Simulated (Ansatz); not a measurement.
C₂H₇GaO₂, singlet, at a GFN2-xTB geometry (such geometries of metal compounds can be far from the true shape); B3LYP/def2-SVP run with Ansatz (a program for electronic structure).

Ansatz was given this input:
Ansatz 0.2 input:
```yaml
crystal:
  periodic: [false, false, false]
  atoms:
    - {symbol: Ga, position_ang: [-0.19866176, 0.25331577, 0.51351793]}
    - {symbol: H, position_ang: [-0.66638264, 0.85175599, 1.82089723]}
    - {symbol: O, position_ang: [-0.49696979, 0.68449798, -1.14345629]}
    - {symbol: C, position_ang: [-1.13516638, 1.55695622, -2.05705016]}
    - {symbol: H, position_ang: [-1.70904635, 2.33383500, -1.54812099]}
    - {symbol: H, position_ang: [-0.37505896, 2.03091557, -2.68282305]}
    - {symbol: H, position_ang: [-1.81008260, 0.97545459, -2.68980467]}
    - {symbol: O, position_ang: [0.80411149, -1.08997976, 0.91295549]}
    - {symbol: C, position_ang: [1.60391352, -2.14454395, 0.41434866]}
    - {symbol: H, position_ang: [1.61622927, -2.16349059, -0.67806301]}
    - {symbol: H, position_ang: [2.62687204, -2.01729262, 0.77812535]}
    - {symbol: H, position_ang: [1.20636729, -3.09458642, 0.78094891]}
basis:
  gaussian:
    orbitals: def2-SVP
hamiltonian:
  xc: b3lyp
```

### Question
Predict the main parts of the log of this Ansatz run.

### Answer

```
Functional definition: B3LYP
1230 factors; integrals over basis functions are off by at most 1.3e-3 eV
mean field evaluation 1: about -58639.2840 eV, gradient 7.5e1 eV
mean field evaluation 2: about -58607.5599 eV, gradient 1.5e2 eV
mean field evaluation 4: about -58650.1878 eV, gradient 7.0e0 eV
mean field evaluation 8: about -58650.4688 eV, gradient 1.1e0 eV
mean field evaluation 16: about -58650.4718 eV, gradient 1.7e-4 eV
mean field -58650.47183510 eV, -2155.3650852224 hartree, gradient 3.1e-5 eV, S^2 0.000000; 0 other end points of the search recorded, 0 dependent functions left out
reference -58650.47210431 eV, -2155.3650951155 hartree; 33, 33 occupied and 90, 90 virtual orbitals, 1230 factors
Total energy: -58650.47210431 eV, -2155.3650951155 hartree
```
